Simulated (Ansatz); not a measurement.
ClCrH2NO2 (`[NH2][Cr](=[O])(=[O])[Cl]`). Charge 0, multiplicity 1. Correlated methods include outer-core shells of Cr, which these sets cover unevenly. Scalar relativity is left out up to krypton.

```json
{"atom": "N1", "x (Å)": "0.383", "y (Å)": "-0.649", "z (Å)": "-0.802"}
{"atom": "Cr2", "x (Å)": "-0.269", "y (Å)": "0.325", "z (Å)": "0.528"}
{"atom": "O3", "x (Å)": "-1.807", "y (Å)": "0.186", "z (Å)": "0.525"}
{"atom": "O4", "x (Å)": "0.363", "y (Å)": "-0.169", "z (Å)": "1.848"}
{"atom": "Cl5", "x (Å)": "0.245", "y (Å)": "2.378", "z (Å)": "0.234"}
{"atom": "H6", "x (Å)": "-0.173", "y (Å)": "-0.918", "z (Å)": "-1.602"}
{"atom": "H7", "x (Å)": "1.256", "y (Å)": "-1.152", "z (Å)": "-0.730"}
```

Q: Give the diagnostics of a CCSD(T)/def2-TZVPP run (frozen core, Ansatz 0.2.0). (Estimate.)

A: Ansatz gave: T1 = 0.0345, largest single amplitude 0.102, largest double 0.070, (T) share of the correlation energy 7.7 %, 18 CCSD cycles. The RHF solution is unstable towards an unrestricted one. T1 lies over the customary mark of 0.02 for closed shells; compounds of d metals often pass it without a breakdown.
